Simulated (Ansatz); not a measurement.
```yaml
crystal:
  periodic: [false, false, false]
  atoms:
    - {symbol: C, position_ang: [-4.742087, -2.896865, 4.615573]}
    - {symbol: C, position_ang: [-3.892373, 0.080892, 4.349254]}
    - {symbol: C, position_ang: [-2.946840, 0.958132, 6.729213]}
    - {symbol: O, position_ang: [-2.078698, -0.012886, 2.350945]}
    - {symbol: Mg, position_ang: [-0.122598, 0.144188, -0.042596]}
    - {symbol: O, position_ang: [2.128336, -0.220269, -2.445570]}
    - {symbol: C, position_ang: [3.884353, 0.020705, -4.327826]}
    - {symbol: C, position_ang: [2.594725, -0.402399, -6.809508]}
    - {symbol: C, position_ang: [5.186752, 2.489580, -4.622711]}
    - {symbol: H, position_ang: [-5.638051, -3.605131, 2.974593]}
    - {symbol: H, position_ang: [-6.346802, -3.282931, 6.192672]}
    - {symbol: H, position_ang: [-3.119027, -4.114999, 5.108371]}
    - {symbol: H, position_ang: [-5.755732, 1.095559, 4.030177]}
    - {symbol: H, position_ang: [-1.493101, -0.260449, 7.368731]}
    - {symbol: H, position_ang: [-2.130136, 2.753987, 6.331391]}
    - {symbol: H, position_ang: [-4.167674, 0.828243, 8.001647]}
    - {symbol: H, position_ang: [5.393751, -1.768394, -4.260986]}
    - {symbol: H, position_ang: [3.978586, -0.540325, -8.617183]}
    - {symbol: H, position_ang: [1.762054, -2.191045, -7.053934]}
    - {symbol: H, position_ang: [1.093049, 1.229860, -7.111416]}
    - {symbol: H, position_ang: [6.218784, 2.601752, -2.314239]}
    - {symbol: H, position_ang: [4.170158, 4.073625, -4.587645]}
    - {symbol: H, position_ang: [6.767852, 2.692112, -5.930115]}
basis:
  gaussian: {orbitals: cc-pVTZ, nuclear_model: gaussian}
hamiltonian: {xc: {name: wB97M-V}}
```

```sh
$ ansatz run in.yaml --threads 4 --pin off --events-out ev --progress --plain --max-ram 66560MiB --backend cuda --devices 0, --max-vram 37GiB
```

Output, abridged:

```
Functional definition: wB97M-V
2432 factors; their error is unknown
648 factors; integrals over basis functions are off by at most 5.6e-5 eV
mean field evaluation 1: about -15857.1232 eV, gradient 1.2e2 eV
mean field evaluation 2: about -15226.1230 eV, gradient 3.7e2 eV
mean field evaluation 4: about -15814.5770 eV, gradient 1.6e2 eV
mean field evaluation 8: about -15895.7407 eV, gradient 1.9e1 eV
mean field evaluation 16: about -15897.0049 eV, gradient 6.9e-2 eV
mean field evaluation 32: about -15897.0049 eV, gradient 4.5e-5 eV
mean field -15897.00491864 eV, -584.2041553832 hartree, gradient 1.7e-5 eV, S^2 0.000000; 6 other end points of the search recorded, 0 dependent functions left out
reference -15897.00507658 eV, -584.2041611873 hartree; 39, 39 occupied and 431, 431 virtual orbitals, 2432 factors
Total energy: -15897.00507658 eV, -584.2041611873 hartree
```

Task: What is wrong with this run?

Result: The coordinates are in bohr but typed as ångström. The calculation finished and met its thresholds. The result belongs to that input, not to the molecule as meant.
